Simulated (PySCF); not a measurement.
**How methods differ on the excitation energy of Br**

Br [Ar] 3d10 4s2 4p5 (2P) → Br [Ar] 3d10 4s1 4p5 4d1 (high-spin determinant), as a difference of total energies. All numbers are calculated (PySCF 2.14, a scalar-relativistic core potential, in aug-cc-pwCVTZ-PP with ECP10MDF). Correlated levels: valence: 3s2 3p6 3d10 frozen; valence and next inner shell: nothing frozen outside the core potential. The calculations carry no spin-orbit coupling.

```json
{"method": "UHF", "excitation energy (cm⁻¹)": "196030"}
{"method": "LDA", "excitation energy (cm⁻¹)": "189820"}
{"method": "PBE", "excitation energy (cm⁻¹)": "186710"}
{"method": "PBE0", "excitation energy (cm⁻¹)": "190560"}
{"method": "r2SCAN", "excitation energy (cm⁻¹)": "190810"}
{"method": "MN15", "excitation energy (cm⁻¹)": "185650"}
{"method": "PW91", "excitation energy (cm⁻¹)": "187260"}
{"method": "TPSSh", "excitation energy (cm⁻¹)": "189390"}
{"method": "LC-wPBE", "excitation energy (cm⁻¹)": "194800"}
{"method": "MP2 (valence)", "excitation energy (cm⁻¹)": "192450"}
{"method": "SCS-MP2 (valence)", "excitation energy (cm⁻¹)": "192170"}
{"method": "MP2 (valence and next inner shell)", "excitation energy (cm⁻¹)": "194050"}
{"method": "SCS-MP2 (valence and next inner shell)", "excitation energy (cm⁻¹)": "193260"}
```

The upper state lies above the first ionisation limit, where it may autoionise and the basis confines it.

The promoted electron is Rydberg-like, and one or two diffuse shells describe it only roughly, which tends to raise the upper state.

In the upper state the promoted electron has a positive orbital energy at LDA, PBE, PBE0, r2SCAN, MN15, PW91, TPSSh, so the basis confines it.

The determinant of the upper state mixes LS terms, which raises its energy above the lowest term, most at the Hartree-Fock and MP2 levels.
